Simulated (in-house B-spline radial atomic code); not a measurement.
Settings and results of a run for Er IV (Er3+). All numbers are computed (scalar-relativistic (X2C) PBE, spherical fractional occupations; Fermi nucleus of rms radius 5.2516 fm, inside a hard spherical wall at 6.04 bohr) with an all-electron radial atomic-structure program (B-spline basis), not measured.

Command:
```bash
python run_scf.py task.json out
```
Settings (nuclear radius in fm, mass in u):
```
Z                68
configuration    [Kr] 4d9 4f11 5s2 5p6 5f1
hamiltonian      x2c
method           pbe,pbe
spin_polarised   False
nucleus          fermi
rms_radius       5.2516
atomic_mass      165.9303
speed_of_light   137.035999084
wall_radius      6.04
```

Output (hartree, bohr):
```
 radial grid: 63 intervals, B-splines of order 8, outer radius 6.04 bohr

 iter        energy (Eh)    residual
    1      -13056.150391    6.04e-01
    2      -13052.717238    9.77e-01
    3      -13076.827434    1.35e-01
    4      -13077.117537    4.16e-02
    5      -13077.138513    2.25e-02
    6      -13077.146783    1.99e-02
    7      -13077.156264    4.99e-04
    8      -13077.156268    6.15e-05
    9      -13077.156268    2.25e-06
   10      -13077.156268    1.30e-07

 total energy                    -13077.15627
 kinetic                           14442.5926
 electron-nucleus                 -32262.2340
 Hartree                            5022.3527
 exchange-correlation               -279.8676

 orbital      occ     eigenvalue          <r>       <r^2>       <1/r>       r_max
 1s         2.000     -2104.2082    0.0196194  0.00053542     83.9158     0.01197
 2s         2.000      -355.1127    0.0857403   0.0087484     19.4599     0.07309
 2p         6.000      -315.0696    0.0762307  0.00711187     16.8546     0.05905
 3s         2.000       -81.0141     0.224872   0.0579323      7.0027      0.2073
 3p         6.000       -68.7719     0.223841   0.0581815     6.29525      0.2037
 3d        10.000       -53.0965      0.20367   0.0486982     5.90226      0.1662
 4s         2.000       -17.4065     0.506879    0.290211     2.90532      0.4739
 4p         6.000       -13.3491     0.536257    0.327268     2.60347      0.4944
 4d         9.000        -7.8235     0.578775    0.388462     2.29121      0.5105
 4f        11.000        -1.7853     0.722745    0.661634     1.77037      0.4999
 5s         2.000        -3.3369      1.20288     1.62302     1.12102        1.09
 5p         6.000        -2.3217      1.38268     2.15717    0.948496       1.226
 5f         1.000        -0.3516      3.32257     11.9908    0.358721       3.319
```

Cost of the run: 0.11 s on 1 thread of Arm Neoverse V1, with other jobs on the host.

One-electron X2C: radii and densities carry no picture-change correction, so inner-shell <1/r> comes out high (for 1s by about 2 % at Z = 33, 5 % at 54, 10 % at 75, 30 % at 118) and <r> low.
